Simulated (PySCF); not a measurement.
PBE on Ba⁻ (barium, charge -1), [Xe] 5d1 6s2, 2D determinant. All numbers are calculated (PySCF 2.14, scalar relativity by spin-free X2C-1e, in aug-cc-pwCVTZ-X2C).

```
cycle= 1 E= -8134.31365028536  delta_E= -0.0047  |g|= 0.0744  |ddm|= 0.997
cycle= 2 E= -8134.26848494278  delta_E= 0.0452  |g|= 0.159  |ddm|= 2.85
cycle= 3 E= -8134.32129407774  delta_E= -0.0528  |g|= 0.0191  |ddm|= 2.61
cycle= 4 E= -8134.32183237745  delta_E= -0.000538  |g|= 0.0198  |ddm|= 0.471
cycle= 5 E= -8134.32279864879  delta_E= -0.000966  |g|= 0.00483  |ddm|= 0.16
cycle= 6 E= -8134.32284502154  delta_E= -4.64e-05  |g|= 0.00249  |ddm|= 0.0394
cycle= 7 E= -8134.32286336591  delta_E= -1.83e-05  |g|= 0.00085  |ddm|= 0.043
cycle= 8 E= -8134.32286533968  delta_E= -1.97e-06  |g|= 0.000202  |ddm|= 0.00743
cycle= 9 E= -8134.32286542227  delta_E= -8.26e-08  |g|= 8.96e-05  |ddm|= 0.00215
cycle= 10 E= -8134.32286544487  delta_E= -2.26e-08  |g|= 4.31e-06  |ddm|= 0.00102
cycle= 11 E= -8134.32286544501  delta_E= -1.4e-10  |g|= 1.91e-06  |ddm|= 0.000193
converged SCF energy = -8134.32286544501  <S^2> = 0.80726505  2S+1 = 2.0564679
```

Highest occupied orbital energy: 1.347 eV; ⟨L²⟩ = 6.20; populations by l: s 11.97, p 24.00, d 21.03, f 0.00.

Q: Can this result be used?

A: With care. Self-consistency was reached. Spin-orbit coupling, absent here, splits the open shell strongly. The configuration of this anion was assumed by filling the next shell in order. It is not the known or likely ground configuration (Ca⁻, Sr⁻ and Ba⁻, for instance, bind a p electron), so these values are not the electron affinity of the element. At PBE the highest occupied level has a positive energy, so only the finite basis holds that electron.
